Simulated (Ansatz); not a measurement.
Compare A (`C1[CH2][SnH2][O]1`) with its isomer B (`C[C](=O)[SnH3]`).

Gas-phase electronic energies from Ansatz, PBE0-D4/def2-TZVP geometries. CBS: MP2 limit from def2 TZ/QZ plus the TZ coupled-cluster correction, frozen cores. Functionals use def2-TZVPP. B3LYP here is the variant with VWN-RPA as its local correlation; programs differ in this. Elements past krypton have def2 core potentials. For Sn outer-core shells are correlated without core-valence functions, which leaves a few kJ/mol of doubt a bond.

**Question.** Which isomer does CCSD(T)/CBS put lower? Give the gap. (Estimate.)

**Answer.** Computed: A, by 24.7 kJ/mol.

**Question.** Give E(B) − E(A) in kJ/mol with r2SCAN-D4, B3LYP, CCSD/def2-TZVPP, PBE0-D4, CCSD(T)/def2-TZVPP, PBE-D4, MP2/def2-TZVPP. (Estimate.)

**Answer.** The calculation gave: r2SCAN-D4 6.9, B3LYP -5.0, CCSD/def2-TZVPP 12.3, PBE0-D4 12.9, CCSD(T)/def2-TZVPP 12.7, PBE-D4 3.1, MP2/def2-TZVPP 25.0. The order is the other way round with B3LYP.

Largest T1 diagnostic: 0.015.

In def2-TZVPP, CCSD(T) changes the Hartree–Fock value by +22.2 kJ/mol (the triples alone add +0.4 kJ/mol) and MP2 by +34.5 kJ/mol. From PBE to PBE0 (25 % exact exchange), in def2-TZVPP and without D4, E(B) − E(A) moves by +10.2 kJ/mol.
